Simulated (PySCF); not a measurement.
SMILES C#C/C=[CH]\[GeH3] (GFN2-xTB optimised geometry):

```
11

C      1.677    -1.474     0.000
C      0.475    -1.478     0.000
C     -0.934    -1.478     0.000
C     -1.646    -0.349     0.000
Ge    -0.838     1.420     0.000
H      2.726    -1.483     0.000
H     -1.403    -2.456     0.000
H     -2.726    -0.419     0.000
H     -1.916     2.456     0.001
H      0.018     1.635     1.203
H      0.018     1.635    -1.204
```

Method: PySCF with B3LYP/def2-TZVP.

Task: What are the frontier orbital energies and the dipole moment?

Result: HOMO-2 -8.99 eV, HOMO-1 -7.95 eV, HOMO -7.04 eV, LUMO -1.49 eV, LUMO+1 0.38 eV; dipole moment 0.50 D.

On the same geometry PBE/def2-TZVP (PySCF) gives HOMO-2 -7.88 eV, HOMO-1 -6.96 eV, HOMO -6.23 eV, LUMO -2.21 eV, LUMO+1 -0.34 eV; dipole moment 0.50 D.

Meta-Löwdin charges at B3LYP/def2-TZVP: C1 -0.20, C2 -0.03, C3 -0.10, C4 -0.29, Ge5 0.38, H6 0.17, H7 0.13, H8 0.13, H9 -0.07, H10 -0.06, H11 -0.06.
